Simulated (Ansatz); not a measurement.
C2H8GeS, SMILES `CS[CH2][GeH3]` from Hartree–Fock to CCSD(T)

Z-matrix (Å, degrees):
```
C
S 1 1.795
H 1 1.092 2 111.0
H 1 1.090 2 106.7 3 118.3
H 1 1.091 2 111.8 3 -123.0
C 2 1.802 1 100.4 3 61.7
Ge 6 1.967 2 113.7 1 76.0
H 6 1.092 2 106.0 1 -165.5
H 6 1.093 2 110.1 1 -50.0
H 7 1.536 6 108.8 2 64.9
H 7 1.542 6 110.4 2 -174.9
H 7 1.538 6 110.5 2 -54.9
```

Total charge 0; spin multiplicity 1. Correlated methods include outer-core shells of Ge, which these sets cover unevenly. Scalar relativity is left out up to krypton. Geometry: relaxed with PBE0-D4/def2-TZVP. It is one conformer, not always the lowest. Frozen core, restricted reference, Ansatz 0.2.0.

| basis | HF (Eh) | MP2 corr. |
| --- | --- | --- |
| def2-SVP | -2552.82521 | -0.66116 |
| def2-TZVPP | -2553.31867 | -0.80033 |
| def2-QZVPP | -2553.37612 | -1.10249 |

(1) Estimate the CCSD correlation energy and the (T) correction in each basis where they were run (hartree).

## Answers

(1) 
```
     basis  CCSD corr.       (T)
  def2-SVP    -0.71258  -0.02121
def2-TZVPP    -0.85025  -0.03426
```
